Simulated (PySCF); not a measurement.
**Exercise with solution: chemical shift, span and skew from a shielding tensor**

Si(H)2(Br)(Et) (C₂H₇BrSi), SMILES CC[SiH2]Br. Atoms are numbered in the order given.

```xyz
11

Si    -0.1125     1.0821    -0.4814
Br     1.1398    -0.5593     0.4227
C     -1.7817     0.3834    -0.9927
C     -2.6029    -0.2233     0.1513
H     -0.2589     2.1420     0.5541
H      0.6322     1.6214    -1.6516
H     -2.3325     1.2126    -1.4752
H     -1.6017    -0.3642    -1.7848
H     -3.5681    -0.6124    -0.2098
H     -2.8176     0.5224     0.9340
H     -2.0632    -1.0561     0.6286
```
Charge 0, spin multiplicity 1.

Geometry: B3LYP-D3(BJ)/def2-SVP. The values are those of a single conformer.

GIAO shieldings from PBE/pcSseg-1 run with PySCF, non-relativistic, no solvent. The symmetric part of the tensor of C3 has the principal values 159.3, 166.2, 172.9 ppm. The same nucleus in TMS has σ = 182.0 ppm at this level (PySCF, at its B3LYP-D3(BJ)/def2-TZVP geometry). Without spin–orbit terms, shifts of atoms bonded to Cl or Br come out too high.

### Question
Work out the isotropic shielding, the ¹³C shift against TMS, the span and the skew.

### Answer

σ(iso) = (σ11 + σ22 + σ33)/3 = 166.1 ppm. δ = σ(ref) − σ(iso) = 182.0 − (166.1) = 15.9 ppm.
Span Ω = σ33 − σ11 = 13.6 ppm. Skew κ = 3(σ(iso) − σ22)/Ω = -0.01. Tumbling in solution averages the tensor to δ; in a static solid the shielding alone would spread this spin-1/2 line over Ω.
